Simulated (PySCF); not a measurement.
Al(H)(F)(OMe) (CH₄AlFO), SMILES C[O][AlH][F]. Heavy atoms are numbered as in [AlH:1]([F:3])[O:4][CH3:5]. Hydrogens are named by the atom that carries them.

Geometry optimised at B3LYP-D3(BJ)/def2-SVP. The values are those of a single conformer.

Level of theory: PBE/def2-TZVPD (PySCF).

Mulliken values depend strongly on the basis, most of all with diffuse functions as here. ESP charges are fitted to the potential on shells at 1.4 to 2.0 van der Waals radii. Atomic charges (e), one atom of each kind:

| atom | ESP fit | Mulliken | IAO |
|---|---|---|---|
| Al1 (AlH) | 1.03 | 0.19 | 1.18 |
| H on Al1 | -0.26 | -0.01 | -0.20 |
| F3 | -0.43 | -0.29 | -0.56 |
| O4 | -0.53 | -0.03 | -0.63 |
| C5 (CH3) | 0.08 | -0.46 | -0.20 |
| H on C5 | 0.04 | 0.19 | 0.14 |
